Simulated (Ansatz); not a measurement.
Cl$_{2}$MoS$_{2}$, SMILES `[S]=[Mo](=[S])([Cl])[Cl]`, relaxed with RKS PBE-D4/def2-SVP in the Gaussian-basis code of Ansatz from a rough embedded geometry. The force threshold is 0.03 eV/Å; the program also tests the step.

Charge 0, multiplicity 1. Mo: def2 effective core potential.

Start:

```xyz
5

S     0.185   -0.525   -2.046
Mo    0.019   -0.053   -0.042
S     0.291   -1.758    1.033
Cl    1.657    1.481    0.612
Cl   -2.152    0.855    0.443
```

Task: By how much does the energy fall, and how many steps does the optimiser take? (An estimate is asked.)

Result: The calculation gave: 7.64 kcal/mol, in 3 steps.

Task: Which bonds change most? (An estimate is asked.)

Result: Computed: Mo2–Cl5 from 2.403 to 2.258 Å; Mo2–S3 from 2.033 to 2.116 Å; Mo2–Cl4 from 2.337 to 2.258 Å; S1–Mo2 from 2.066 to 2.116 Å.

Task: Give the relaxed structure. (Estimate.)

Result: The calculation gave: 
```xyz
5

S     0.171   -0.461   -2.052
Mo   -0.001    0.008    0.004
S     0.268   -1.788    1.089
Cl    1.644    1.450    0.562
Cl   -2.082    0.791    0.398
```
